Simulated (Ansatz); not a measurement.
The same path of BH5N2 + H3P (12 atoms, charge 0, multiplicity 1) was run 3 times with different band settings. Lost on the way: B1–H2, P9–H12. Made: B1–P9, H2–H12.

Theory: RKS PBE0/6-31G* in Ansatz.

Relaxed end points:

```xyz
12
Properties=species:S:1:pos:R:3
B -0.001 -0.799 -0.547
H -0.093 -1.922 -0.130
N 1.288 -0.241 -0.710
H 2.123 -0.766 -0.517
H 1.464 0.681 -1.077
N -1.187 -0.086 -0.841
H -2.098 -0.500 -0.737
H -1.209 0.849 -1.221
P -0.651 2.716 1.065
H -1.699 2.176 1.856
H -0.308 3.705 2.030
H 0.314 1.782 1.523
```

```xyz
12
Properties=species:S:1:pos:R:3
B -0.052 1.036 -0.481
H -0.634 -1.749 2.160
N 1.283 0.722 -0.819
H 1.553 -0.122 -1.302
H 2.062 1.319 -0.596
N -1.125 0.167 -0.793
H -1.017 -0.679 -1.333
H -2.086 0.383 -0.581
P -0.439 2.771 0.332
H -1.450 2.326 1.229
H 0.587 2.738 1.317
H -0.738 -1.318 1.560
```

Common settings: climbing image yes; spring 5.0 eV/Å²; optimiser quadratic models (default); force threshold 0.05 eV/Å; end points relaxed.

| run | movable images | start path | iteration limit |
| --- | --- | --- | --- |
| 1 | 7 | through a guess of the saddle point | 49 |
| 2 | 3 | through a guess of the saddle point | 60 |
| 3 | 7 | straight line | 57 |

(1) What does each run give, and how far can it be trusted?

## Answers

(1) Run 1: converged after 22 iterations, highest image 2.366 eV above the first end. Neighbouring images differ by up to 1.4 eV, so the band resolves the path poorly. A vibrational analysis at the climbing image gives one clearly imaginary mode, 798i cm⁻¹: a first-order saddle point.
Run 2: converged after 15 iterations, highest image 2.367 eV above the first end. Neighbouring images differ by up to 2.2 eV, so the band resolves the path poorly. Another band between the same ends (7 images) ends at a top of the same energy, where a vibrational analysis finds 1 clearly imaginary mode. So few images can step over the top or miss a turn of the path.
Run 3: converged after 27 iterations, highest image 2.404 eV above the first end. The profile has 2 maxima (images 4, 6) with wells between them (image 5): this band takes more than one step, which may be the mechanism or a detour left from its start path. Neighbouring images differ by up to 1.7 eV, so the band resolves the path poorly. The order of the stationary point at the top wasn't checked.
The orbitals stay closed-shell, which can raise the energy where a bond breaks towards radicals; this wasn't checked here.
